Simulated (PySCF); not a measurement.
PySCF job for BH₆NO₂Si, SMILES N(B(O)O)[SiH3], B3LYP/pcSseg-1. Geometry optimised at TPSSh-D3(BJ)/def2-SVP. This is a generated structure with no PubChem entry under its InChIKey; it may be hypothetical. The values are those of a single conformer.

```python
import numpy as np
from pyscf import gto, scf, dft
from pyscf.prop.nmr import rks as nmr

mol = gto.M(
    atom='''
    Si   -0.00331870    1.81485641   -0.00000000
    N     0.75534973    0.23173369   -0.00000000
    B     0.01637975   -0.99565306    0.00000000
    O    -1.35326875   -0.88332383   -0.00000000
    O     0.57042444   -2.25767080    0.00000000
    H    -0.84439639    2.03751877   -1.20654233
    H    -0.84439638    2.03751877    1.20654234
    H     1.10875016    2.80673179    0.00000000
    H     1.77062910    0.20552665   -0.00000000
    H    -1.78675709   -1.74752370    0.00000000
    H     1.53603999   -2.26367553   -0.00000000
    ''',
    basis='pcSseg-1',
    charge=0,
    spin=0,
    max_memory=1600,
    verbose=3,
)
mf = dft.RKS(mol, xc='b3lyp')
mf.grids.level = 3
mf.conv_tol = 1e-10
mf.max_cycle = 100
mf.kernel()
n = nmr.NMR(mf)
n.verbose = 2
n.max_cycle_cphf = 60
sigma = n.kernel()
print('atom   isotropic/ppm   span/ppm')
for i, s in enumerate(sigma):
    w = np.linalg.eigvalsh((s + s.T) / 2)
    print(f'{mol.atom_symbol(i):2s}{i + 1:3d} {w.mean():14.3f} {w[2] - w[0]:11.3f}')
```

It prints:

```
converged SCF energy = -523.322577983702
atom   isotropic/ppm   span/ppm
Si  1        396.879     103.946
N   2        224.490      90.614
B   3         75.520      24.688
O   4        247.272      96.758
O   5        242.465     115.164
H   6         26.814       8.273
H   7         26.814       8.273
H   8         27.169       7.959
H   9         30.680      16.270
H  10         28.370      17.111
H  11         28.801      16.650
```

Self-consistency was reached.
